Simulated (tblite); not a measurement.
Run record: tight-binding relaxation, `CCC[C@@H]1CC[O+]([AlH3-])C1`.

Computed with GFN2-xTB geometry optimisation, gas phase (tblite 0.8.0). Start geometry: from a force field or distance geometry. The input is one job of a driver script: a line of settings, then coordinates in Å.

Command:
```bash
OMP_NUM_THREADS=1 python probes_run.py task.json out
```

Input:
```
{"job": {"kind": "relax", "xc": "GFN2-xTB", "basis": "xTB"}, "charge": 0, "multiplicity": 1}
C      3.637500    -0.562400     0.868600
C      2.336200    -0.731000     0.060600
C      1.472900     0.517900     0.153700
C      0.181000     0.389200    -0.704300
C     -0.656800     1.650300    -0.692700
C     -2.053100     1.179000    -0.308600
O     -2.081200    -0.217000    -0.503900
Al    -3.400500    -1.043400     0.536200
C     -0.782100    -0.674300    -0.163200
H      4.215500     0.289900     0.472000
H      4.238200    -1.484700     0.794400
H      3.392300    -0.374900     1.941100
H      2.596800    -0.942600    -0.980100
H      1.792900    -1.611300     0.472500
H      2.043300     1.397600    -0.229200
H      1.196400     0.728800     1.223600
H      0.456100     0.132400    -1.742600
H     -0.289100     2.410500     0.020800
H     -0.672700     2.101000    -1.713200
H     -2.808900     1.671300    -0.939900
H     -2.232400     1.474600     0.762300
H     -3.370600    -2.621100     0.277200
H     -3.136200    -0.747300     2.092500
H     -4.843800    -0.479100     0.117800
H     -0.586700    -1.646700    -0.647500
H     -0.666300    -0.784100     0.946000
```

Output:
```
step      E/eV     max force
  0    -784.31818    2.429
  1    -784.53281    1.831
  2    -784.68685    0.887
  3    -784.74602    0.431
  4    -784.78445    0.380
  5    -784.80600    0.289
  6    -784.82242    0.350
  7    -784.83196    0.341
  8    -784.83935    0.262
  9    -784.84725    0.262
... (159 lines left out)
169    -785.08338    0.033
170    -785.08361    0.028
171    -785.08382    0.028
172    -785.08401    0.024
173    -785.08412    0.019
174    -785.08420    0.020
175    -785.08429    0.017
176    -785.08437    0.016
177    -785.08442    0.013
178    -785.08444    0.009
```

«max force» is the largest atomic force in eV/Å.

Task: From which step on does the largest force stay under 0.1 eV/Å, and how much energy is left to gain from there?

Result: From step 156 (0.099 eV/Å), 10.2 meV above the end.

Summary of the converged run: energy lowered by 17.7 kcal/mol over 178 steps; largest atomic force 0.009 eV/Å at the end.

Task: Where do the atoms end?

Result: 0.767 Å rms from the input after alignment:
```
atom  x, y, z in Å
C1     3.6802   -0.5250    0.6764
C2     2.2511   -0.8045    0.2275
C3     1.4655    0.4893    0.0200
C4     0.0444    0.2350   -0.4789
C5    -0.7493    1.5346   -0.7457
C6    -1.9739    1.4143    0.1647
O7    -2.1309    0.0246    0.3714
Al8   -3.4243   -1.2163   -0.1289
C9    -0.8294   -0.4984    0.5499
H10    4.2141    0.0477   -0.0784
H11    4.2151   -1.4563    0.8419
H12    3.6852    0.0426    1.6043
H13    2.2678   -1.3664   -0.7082
H14    1.7500   -1.4216    0.9753
H15    1.9901    1.1076   -0.7118
H16    1.4278    1.0470    0.9594
H17    0.0903   -0.3602   -1.3940
H18   -0.1640    2.4212   -0.5069
H19   -1.0545    1.5914   -1.7891
H20   -2.8969    1.7906   -0.2745
H21   -1.7983    1.9042    1.1309
H22   -2.7533   -1.8229   -1.4286
H23   -3.3542   -2.1128    1.1670
H24   -4.5940   -0.1746   -0.2945
H25   -0.8902   -1.5764    0.3924
H26   -0.4894   -0.2921    1.5724
```

On one thread of an Arm Neoverse N1, shared host with 64 logical CPUs at a one-minute load of 58, this took 2.9 s.
Labels such as C1 count atoms from 1, the log's own numbers from 0.
